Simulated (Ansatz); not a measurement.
Species, as SMILES: [Cl][Ga] (Cl-Ga) (closed-shell singlet).
Atoms: Ga1, Cl2. Bonds: Ga1-Cl2.

Basis-set convergence of the highest harmonic wavenumber at PBE with Ansatz (a program for electronic structure). Each level at its own minimum, finite differences of forces, unscaled; the reference is a large set that could be run, not a limit. All functions are spherical. The program fits the integrals of some runs and decomposes those of others, by size. No added dispersion term, no relativity. Reference: the value in pcseg-3, 345 cm⁻¹. Deviations are taken from unrounded values.

```json
[
 {"basis": "pcseg-1", "functions": "45", "highest harmonic wavenumber (cm⁻¹)": "341"},
 {"basis": "aug-pcseg-1", "functions": "63", "highest harmonic wavenumber (cm⁻¹)": "337"},
 {"basis": "cc-pV(D+d)Z", "functions": "50", "highest harmonic wavenumber (cm⁻¹)": "349"},
 {"basis": "aug-cc-pV(D+d)Z", "functions": "68", "highest harmonic wavenumber (cm⁻¹)": "340"},
 {"basis": "def2-SVP", "functions": "50", "highest harmonic wavenumber (cm⁻¹)": "365"},
 {"basis": "def2-SVPD", "functions": "65", "highest harmonic wavenumber (cm⁻¹)": "342"},
 {"basis": "pcseg-2", "functions": "77", "highest harmonic wavenumber (cm⁻¹)": "345"},
 {"basis": "aug-pcseg-2", "functions": "109", "highest harmonic wavenumber (cm⁻¹)": "344"},
 {"basis": "cc-pV(T+d)Z", "functions": "82", "highest harmonic wavenumber (cm⁻¹)": "349"},
 {"basis": "aug-cc-pV(T+d)Z", "functions": "114", "highest harmonic wavenumber (cm⁻¹)": "347"},
 {"basis": "def2-TZVP", "functions": "85", "highest harmonic wavenumber (cm⁻¹)": "351"},
 {"basis": "def2-TZVPD", "functions": "100", "highest harmonic wavenumber (cm⁻¹)": "348"},
 {"basis": "def2-TZVPP", "functions": "90", "highest harmonic wavenumber (cm⁻¹)": "351"},
 {"basis": "def2-TZVPPD", "functions": "105", "highest harmonic wavenumber (cm⁻¹)": "348"}
]
```

What the diffuse functions change, pair by pair:
- pcseg-1 to aug-pcseg-1: 18 more functions, deviation -4 to -8 cm⁻¹
- cc-pV(D+d)Z to aug-cc-pV(D+d)Z: 18 more functions, deviation 4 to -5 cm⁻¹
- def2-SVP to def2-SVPD: 15 more functions, deviation 20 to -3 cm⁻¹
- pcseg-2 to aug-pcseg-2: 32 more functions, deviation 0 to -1 cm⁻¹
- cc-pV(T+d)Z to aug-cc-pV(T+d)Z: 32 more functions, deviation 4 to 2 cm⁻¹
- def2-TZVP to def2-TZVPD: 15 more functions, deviation 6 to 3 cm⁻¹
- def2-TZVPP to def2-TZVPPD: 15 more functions, deviation 6 to 3 cm⁻¹

They bring the value nearer the reference by more than 1 cm⁻¹ in 4 of 7 pairs.
